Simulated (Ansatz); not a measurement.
K3Sn3I9, relaxed as a singlet with RKS r2SCAN-D4/def2-SVP in Ansatz, starting from the GFN1-xTB geometry. Force threshold 0.03 eV/Å.

In the def2 sets I, Sn take a core potential; there is no spin–orbit coupling. Another isomer (singlet) lies 0.45 eV lower at PBE0-D4/def2-TZVP; other spin states weren't run for this one.

Start:

```xyz
15

K     1.871    2.678    0.897
K    -3.220    1.797    0.416
K    -2.123   -0.605   -2.606
Sn    2.021   -0.181    2.925
Sn   -0.341   -0.602    0.460
Sn    2.357   -2.046   -2.271
I     1.227   -0.354   -4.123
I    -4.742    1.466   -2.494
I     2.846   -0.335    0.033
I    -3.075   -1.447    0.690
I     0.401   -2.608    2.551
I    -0.389    1.934   -1.281
I    -0.099   -3.091   -1.401
I    -0.468    1.315    2.797
I     3.735    2.078    3.405
```

Question: Estimate the energy that the relaxation releases and the steps that it takes.

Answer: 48.2 kcal/mol, in 28 steps; 2.3 min on 2 threads of AMD EPYC 7R13 on a shared host and a share (18 GiB) of an NVIDIA H100 80GB HBM3. No frequencies were taken in this run, so the end may be a saddle point.

Question: Does the start keep its bonding and symmetry?

Answer: Bonds lost: K2–I14, K3–I10, Sn5–I9 (atoms count from 1). Metal–metal contacts that move far: K3–Sn5 3.55 to 4.97 Å, K1–Sn4 3.51 to 4.29 Å, K2–Sn5 3.75 to 4.40 Å.

Question: Predict the relaxed structure.

Answer: 
| atom | x (Å) | y (Å) | z (Å) |
| --- | --- | --- | --- |
| K1 | 1.4924 | 3.2362 | 1.3320 |
| K2 | -4.5393 | 0.9672 | -0.6012 |
| K3 | -1.0730 | 0.7183 | -3.6469 |
| Sn4 | 3.0682 | -0.4896 | 2.7694 |
| Sn5 | -0.8066 | -0.5641 | 1.1478 |
| Sn6 | 1.6544 | -2.5512 | -1.5080 |
| I7 | 1.9823 | -1.1475 | -4.0267 |
| I8 | -4.3650 | 0.6930 | -3.8531 |
| I9 | 2.6178 | 0.0446 | -0.1878 |
| I10 | -3.4808 | -0.9716 | 2.1476 |
| I11 | 0.9316 | -3.0262 | 1.9383 |
| I12 | -1.2938 | 2.3353 | -0.4403 |
| I13 | -1.2508 | -2.1724 | -1.5731 |
| I14 | 0.6073 | 0.8101 | 3.7507 |
| I15 | 4.4554 | 2.1179 | 2.7514 |
Bond lengths (bridged metal pairs left out): 11 × I–K 3.27 to 3.71 Å; 10 × I–Sn 2.88 to 3.27 Å.
